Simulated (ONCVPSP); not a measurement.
**u(r) = r·R(r): atom against pseudo-atom (Ti)**

Columns: radius, all-electron u(r) and pseudo u(r) of the 3p shell (level -38.78 eV) of titanium in the configuration [Ne] 3s2 3p6 3d2 4s2; PBEsol, scalar-relativistic, ONCV scheme, ONCVPSP 4.0.1.

```
r (bohr)  all-electron  pseudo
   0.095       -0.3797  0.0311
   0.190       -0.5220  0.1201
   0.285       -0.3096  0.2551
   0.380        0.0425  0.4177
   0.475        0.3897  0.5875
   0.570        0.6688  0.7455
   0.665        0.8631  0.8751
   0.760        0.9777  0.9654
   0.855        1.0271  1.0132
   0.950        1.0274  1.0211
   1.045        0.9936  0.9930
   1.140        0.9377  0.9377
   1.235        0.8691  0.8691
   1.330        0.7944  0.7944
   1.425        0.7182  0.7182
   1.520        0.6438  0.6438
   1.615        0.5731  0.5731
   1.710        0.5073  0.5073
   1.805        0.4470  0.4470
   1.900        0.3924  0.3924
   1.995        0.3434  0.3434
   2.090        0.2997  0.2997
   2.185        0.2610  0.2611
   2.280        0.2270  0.2270
   2.375        0.1971  0.1971
   2.470        0.1709  0.1709
```

**Question.** How many radial nodes do the two functions have?

**Answer.** The all-electron 3p function has n − l − 1 = 1; the pseudo-wave has 0, since the states of the same l below it are removed with the core.

**Question.** At about which radius was the pseudo-wave matched?

**Answer.** 1.10 bohr, where the columns begin to agree (steps of 0.10 bohr).

**Question.** Is the pseudo-wave norm-conserving?

**Answer.** Yes: the ONCV scheme keeps the norm inside the radius equal to the all-electron one, which fixes the energy derivative of the logarithmic derivative at the level.
